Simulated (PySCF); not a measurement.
Geometry:
| atom | x (Å) | y (Å) | z (Å) |
| --- | --- | --- | --- |
| C1 | -1.108 | -0.707 | 1.116 |
| N2 | -0.728 | -0.266 | -0.237 |
| C3 | -1.152 | -1.270 | -1.222 |
| B4 | -1.405 | 1.206 | -0.558 |
| C5 | -0.386 | 2.193 | 0.241 |
| C6 | 0.919 | 1.387 | 0.408 |
| C7 | 0.733 | 0.043 | -0.320 |
| B8 | 1.756 | -1.093 | 0.116 |
| O9 | 3.037 | -0.781 | 0.457 |
| O10 | 1.392 | -2.403 | 0.137 |
| H11 | -2.194 | -0.856 | 1.142 |
| H12 | -0.593 | -1.643 | 1.377 |
| H13 | -0.856 | 0.076 | 1.841 |
| H14 | -0.704 | -2.249 | -1.001 |
| H15 | -0.851 | -0.932 | -2.221 |
| H16 | -2.247 | -1.338 | -1.198 |
| H17 | -2.573 | 1.158 | -0.186 |
| H18 | -1.312 | 1.316 | -1.780 |
| H19 | -0.760 | 2.512 | 1.228 |
| H20 | -0.208 | 3.117 | -0.329 |
| H21 | 1.798 | 1.907 | -0.010 |
| H22 | 1.151 | 1.213 | 1.474 |
| H23 | 0.905 | 0.229 | -1.396 |
| H24 | 3.208 | 0.165 | 0.462 |
| H25 | 2.124 | -2.968 | 0.413 |

Geometry: PBE0-D3(BJ)/def2-SVP; GIAO absolute shieldings from PySCF 2.14.0 with density-fitted response routines, gas phase, non-relativistic, averaged over equivalent atoms.

At WP04/pcSseg-1 (245 basis functions, 93 s wall time on 1 thread of an Arm Neoverse V1, shared host):
```json
{"atoms": "C7", "σ (ppm)": "110.9"}
{"atoms": "C3", "σ (ppm)": "121.6"}
{"atoms": "C1", "σ (ppm)": "128.0"}
{"atoms": "C6", "σ (ppm)": "141.1"}
{"atoms": "C5", "σ (ppm)": "159.6"}
{"atoms": "N2", "σ (ppm)": "174.7"}
{"atoms": "B8", "σ (ppm)": "65.0"}
{"atoms": "B4", "σ (ppm)": "97.3"}
{"atoms": "O9/O10", "σ (ppm)": "205.6"}
{"atoms": "H24/H25", "σ (ppm)": "27.62"}
{"atoms": "H14/H15/H16", "σ (ppm)": "28.86"}
{"atoms": "H11/H12/H13", "σ (ppm)": "29.21"}
{"atoms": "H23", "σ (ppm)": "29.25"}
{"atoms": "H17", "σ (ppm)": "29.62"}
{"atoms": "H18", "σ (ppm)": "29.78"}
{"atoms": "H21", "σ (ppm)": "29.94"}
{"atoms": "H22", "σ (ppm)": "30.09"}
{"atoms": "H20", "σ (ppm)": "30.70"}
{"atoms": "H19", "σ (ppm)": "30.89"}
```

Predict the values at PBE0/pcSseg-1 on the same geometry.

## Answers


```json
{"atoms": "C7", "σ at PBE0/pcSseg-1": "124.1", "change": "+13.2"}
{"atoms": "C3", "σ at PBE0/pcSseg-1": "133.4", "change": "+11.8"}
{"atoms": "C1", "σ at PBE0/pcSseg-1": "141.0", "change": "+13.0"}
{"atoms": "C6", "σ at PBE0/pcSseg-1": "155.6", "change": "+14.5"}
{"atoms": "C5", "σ at PBE0/pcSseg-1": "174.8", "change": "+15.2"}
{"atoms": "N2", "σ at PBE0/pcSseg-1": "194.0", "change": "+19.3"}
{"atoms": "B8", "σ at PBE0/pcSseg-1": "70.9", "change": "+5.9"}
{"atoms": "B4", "σ at PBE0/pcSseg-1": "104.6", "change": "+7.3"}
{"atoms": "O9/O10", "σ at PBE0/pcSseg-1": "206.0", "change": "+0.4"}
{"atoms": "H24/H25", "σ at PBE0/pcSseg-1": "27.29", "change": "-0.33"}
{"atoms": "H14/H15/H16", "σ at PBE0/pcSseg-1": "28.47", "change": "-0.39"}
{"atoms": "H11/H12/H13", "σ at PBE0/pcSseg-1": "28.86", "change": "-0.35"}
{"atoms": "H23", "σ at PBE0/pcSseg-1": "28.88", "change": "-0.37"}
{"atoms": "H17", "σ at PBE0/pcSseg-1": "28.78", "change": "-0.84"}
{"atoms": "H18", "σ at PBE0/pcSseg-1": "28.94", "change": "-0.84"}
{"atoms": "H21", "σ at PBE0/pcSseg-1": "29.46", "change": "-0.48"}
{"atoms": "H22", "σ at PBE0/pcSseg-1": "29.67", "change": "-0.42"}
{"atoms": "H20", "σ at PBE0/pcSseg-1": "30.24", "change": "-0.46"}
{"atoms": "H19", "σ at PBE0/pcSseg-1": "30.46", "change": "-0.43"}
```

The largest change is at N2 (donor nitrogen of a Lewis adduct). Cost: 245 basis functions, 80 s wall time on 1 thread of an Arm Neoverse V1, shared host. The order of the carbon signals is the same at both levels.

A carbon bonded to boron is broadened by the quadrupolar boron nucleus and is often missing from a measured spectrum.
